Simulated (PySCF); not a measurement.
# Electron correlation in Ge+ (germanium, charge +1)

[Ar] 3d10 4s2 4p1, 2P determinant. Computed with PySCF 2.14 in aug-cc-pVDZ-PP with ECP10MDF (5s4p3d, 32 functions), with a scalar-relativistic core potential. Frozen: 3s2 3p6 3d10; 3 electrons correlated.

MP2 pair energies summed by pair of shells (mhartree):

```tsv
pair	energy	share (%)
4s-4s	-18.45	59.2
4s-4p	-12.73	40.8
```

Total MP2 correlation energy: -31.19 mhartree.

Same-spin part -2.13 and opposite-spin part -29.05 mhartree; SCS-MP2 scales them by 1/3 and 6/5 to -35.58 mhartree.

```tsv
level	correlation energy (mhartree)
CCSD	-46.25
(T)	-0.46
CCSD(T)	-46.71
```

Diagnostics: T1 = 0.0096, D1 = 0.0233, largest double amplitude 0.094.

Cost of the coupled-cluster step: 0.18 s of wall time on 1 thread of Neoverse-V1 (shared host), for 3 correlated electrons.
